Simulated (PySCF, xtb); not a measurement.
C3H5, SMILES CC=[CH], multiplicity 2.

Harmonic wavenumbers (cm⁻¹) from GFN2-xTB in xtb at its own minimum, in rising order: 162, 391, 649, 684, 724, 970, 1039, 1082, 1215, 1390, 1477, 1480, 1741, 2774, 3003, 3015, 3055, 3204.

### Question
What does PBE0-D3(BJ)/def2-TZVP (PySCF) give at its own minimum? (The exact figures need the calculation; the answer reports its results.)

### Answer
199, 406, 616, 797, 826, 942, 1059, 1118, 1268, 1396, 1475, 1475, 1705, 3042, 3048, 3103, 3148, 3267. Paired by order, the mean absolute difference is 58 cm⁻¹ and the zero-point energies are 40.1 and 41.3 kcal/mol.
